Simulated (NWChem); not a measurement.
Species: ZnH₂Se₂; SMILES [SeH][Zn][SeH]

```xyz
5

Zn     0.0000     0.0000    -0.0105
Se    -2.2747    -0.0137     0.0344
H     -2.3562     1.0349    -1.0106
Se     2.2747     0.0137     0.0344
H      2.3562    -1.0349    -1.0106
```
Atoms are numbered in this order, from 1.

Computed with NWChem. Geometry: optimised at B3LYP/6-31G* (spherical d).

For level PBE0/aug-cc-pVDZ:

| Property | Value |
|---|---|
| orbital gap (eV) | 5.91 |

Question: What are these values for level PBE0/cc-pVTZ?

Answer: orbital gap (eV): 6.05
